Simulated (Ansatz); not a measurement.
Basis-set series for Br2H2O2Ti, SMILES `[OH][Ti]([OH])([Br])[Br]`. The species carries charge 0 and has multiplicity 1. The structure was optimised at the PBE0-D4/def2-TZVP level. It is one conformer, not always the lowest.

```tsv
functional	basis	functions	energy (Eh)	HOMO (eV)	LUMO (eV)
PBE0-D4	def2-SVP	133	-6147.87596	-8.09	-2.81
PBE0-D4	def2-TZVPP	250	-6148.80494	-8.26	-2.84
ωB97M-V	def2-SVP	133	-6148.43112	-10.17	-0.67
ωB97M-V	def2-TZVPP	250	-6149.36026	-10.37	-0.74
```

**Question.** Give the rows for def2-QZVPP. (An estimate is asked.)

**Answer.** Computed: 
| functional | basis | functions | energy (Eh) | HOMO (eV) | LUMO (eV) |
| --- | --- | --- | --- | --- | --- |
| PBE0-D4 | def2-QZVPP | 445 | -6148.93466 | -8.27 | -2.86 |
| ωB97M-V | def2-QZVPP | 445 | -6149.48451 | -10.40 | -0.77 |

Scalar relativity is left out up to krypton.
